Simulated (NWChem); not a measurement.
Molecule: C$_{2}$H$_{9}$NSi; SMILES C[SiH2]CN

```xyz
13

C      0.9775     1.6001     0.1121
Si    -0.6349     0.6592    -0.1332
C     -0.4538    -1.1493     0.4062
N      0.6695    -1.7739    -0.2752
H      1.2886     1.5917     1.1687
H      0.8703     2.6505    -0.1995
H      1.7845     1.1553    -0.4914
H     -1.7215     1.2961     0.6811
H     -1.0360     0.7175    -1.5731
H     -0.4337    -1.2074     1.5173
H     -1.3870    -1.6548     0.1013
H      1.5495    -1.3762     0.0462
H      0.7177    -2.7700    -0.0694
```
Atoms are numbered in this order, from 1.

Computed with NWChem. Geometry: optimised at PBE0/def2-SVP. Level: PBE0/def2-SVP with SMD (1 M gas to 1 M solution), gas-phase geometry. Reactions with the solvent are ignored.

What does the run give for solvent toluene? Quantities: solvation free energy (kcal/mol); cavity-dispersion-structure term (kcal/mol); dipole in solution (D).

The solvation free energy (kcal/mol) comes out as -2.5, the cavity-dispersion-structure term (kcal/mol) comes out as 0.2 and the dipole in solution (D) is 2.09.
